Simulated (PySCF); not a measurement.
Input of a run (PBE0-D3(BJ)/def2-SVP geometry optimisation, gas phase (PySCF 2.14.0)), started from GFN2-xTB:
```
{"job": {"xc": "PBE0", "basis": "def2-SVP", "d3": "d3bj", "grid": 1, "kind": "geom"}, "charge": 0, "multiplicity": 1}
C     -2.031644    -0.203974     0.190648
C     -0.598042    -0.062984     0.060442
C      0.609323     0.053330    -0.050261
Al     2.523598     0.254239    -0.242500
H     -2.294871    -1.254878     0.313845
H     -2.385950     0.353097     1.058189
H     -2.526268     0.181293    -0.701236
H      3.547336    -0.535200     0.616176
H      3.170079     1.221071    -1.270483
```

Output (energies in Eh, forces in Eh/bohr):
```
step   0  E = -359.26611737  max force = 0.024896
step   1  E = -359.26822590  max force = 0.004315
step   2  E = -359.26832936  max force = 0.001275
step   3  E = -359.26836271  max force = 0.001127
step   4  E = -359.26841883  max force = 0.001713
step   5  E = -359.26843941  max force = 0.001150
step   6  E = -359.26844480  max force = 0.000279
optimisation converged
```

Task: Summarise the run.

Result: The energy falls by 1.5 kcal/mol over 7 energy and gradient evaluations, the largest force component goes from 0.0249 to 2.8e-04 Eh/bohr, and the atoms move by 0.052 Å rms after alignment. Among the bonds, Al4–H8 and Al4–H9 change most and about equally (+0.034 Å). Bonds longer at the end by more than 0.005 Å: 6 of 8; shorter: 1. Among the angles that change most is H8–Al4–H9, from 114.1° to 121.2°. The energy never rose by more than 1e-6 Eh on the way. The first step brought 91 % of the lowering.

Task: What are the final bond lengths?

Result: C1–C2 1.451 Å, C2≡C3 1.225 Å, C3–Al4 1.902 Å, C1–H5 1.101 Å, C1–H6 1.101 Å, C1–H7 1.101 Å, Al4–H8 1.586 Å, Al4–H9 1.586 Å. Numbering counts from 1 in the input's order; the species is `CC#[C][AlH2]`.

The run used 85 basis functions and 43 SCF cycles in all. Hardware: x86-64 server, one thread, no GPU, on a shared host. Cost: 9.1 s of wall time.

No PBE0-D3(BJ)/def2-SVP frequencies stand behind this structure, so it isn't proved a minimum.
